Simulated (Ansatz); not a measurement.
The cluster Cd4, relaxed as a triplet with UKS B3LYP/def2-SVP in Ansatz, starting from the B3LYP/def2-SVP geometry of the neutral singlet. Force threshold 0.02 eV/Å.

In the def2 sets Cd takes a core potential; there is no spin–orbit coupling. The relaxation made no stability test and no search for a lower SCF solution. At B3LYP/def2-SVP a singlet of charge 0 lies 2.15 eV below the triplet, each at its own geometry. The structure comes from a short search, and lower isomers may exist.

Start:

```xyz
4

Cd   -1.714    0.974    0.845
Cd    1.690    1.317    0.096
Cd   -0.400   -0.503   -2.047
Cd    0.424   -1.788    1.106
```

Q: Estimate the energy that the relaxation releases and the steps that it takes.

A: 98.8 kJ/mol, in 15 steps; 89 s on 4 threads of Arm Neoverse V1 on a shared host. The force fell under the threshold at step 13, but the optimiser went on. No frequencies were taken in this run, so the end may be a saddle point.

Q: Does the start keep its bonding and symmetry?

A: By distances, no bond broke or formed, bridged metal pairs apart. The bond that changes most is Cd2–Cd4, from 3.50 to 2.95 Å (atoms count from 1). Metal–metal contacts that move far: Cd2–Cd4 3.50 to 2.95 Å, Cd2–Cd3 3.50 to 2.95 Å, Cd1–Cd4 3.50 to 2.95 Å, Cd1–Cd3 3.50 to 2.96 Å. Point group Td at the start, D2h at the end, both within 0.05 Å.

Q: Predict the relaxed structure.

A: 
```xyz
4

Cd   -2.2279   -0.1296    0.5374
Cd    2.2241    0.1256   -0.5304
Cd   -0.4405    0.5914   -1.7156
Cd    0.4444   -0.5874    1.7086
```
Bond lengths (bridged metal pairs left out): 4 × Cd–Cd 2.95 to 2.96 Å.
